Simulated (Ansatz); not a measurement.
Geometry optimisation, UKS BHLYP-D4/def2-SVP in Ansatz 0.2.0.

Input file:

```yaml
crystal:
  periodic: [false, false, false]
  atoms:
    - { symbol: Sn, position_ang: [0.0, 0.0, 0.0] }
    - { symbol: H, position_ang: [0.0, 0.0, 1.99] }
    - { symbol: H, position_ang: [1.6408, 0.0, -0.5794] }
    - { symbol: H, position_ang: [-0.8195, 1.4198, -0.5794] }
    - { symbol: H, position_ang: [-0.8195, -1.4198, -0.5794] }
    - { symbol: F, position_ang: [0.0, 0.0, 3.21] }
magnetization:
  spin_polarized: true
  initial_magnetization: 1
basis:
  gaussian: { orbitals: def2-SVP }
hamiltonian:
  xc: { name: BHLYP }
  dispersion: d4
relax:
  f_tol: 0.15
  max_steps: 25
  restrain:
    - { distance: [1, 5], at: 2.12, k: 30.0 }
    - { distance: [0, 1], at: 1.74, k: 30.0 }
```

Command:

```bash
$ ansatz run input.yaml --threads 1 --pin off --max-ram 2048MiB --backend cpu --events-out ev --progress --plain --runs-dir out
```

**Question.** Where does it end, and by what steps?

**Answer.** It converged. The restraints hold the end off the free minimum. After 4 steps the energy has risen by 0.843 eV (the restraints' own energy left out); F6 moved furthest, 0.56 Å.

| step | energy less start (eV) | largest force component (eV/Å) | accepted |
| --- | --- | --- | --- |
| 0 | 0.0000 | 3.860 | yes |
| 1 | 0.6563 | 0.902 | yes |
| 2 | 0.8190 | 1.030 | yes |
| 3 | 0.8445 | 0.387 | yes |
| 4 | 0.8431 | 0.264 | yes |

```xyz
6
Properties=species:S:1:pos:R:3
Sn 0.000 0.000 -0.076
H 0.000 0.000 1.654
H 1.611 0.000 -0.628
H -0.805 1.394 -0.628
H -0.805 -1.394 -0.628
F 0.000 0.000 3.768
```

Run time: 22 s on 1 thread of Arm Neoverse V2, with other jobs on the host, peak memory 0.15 GiB.
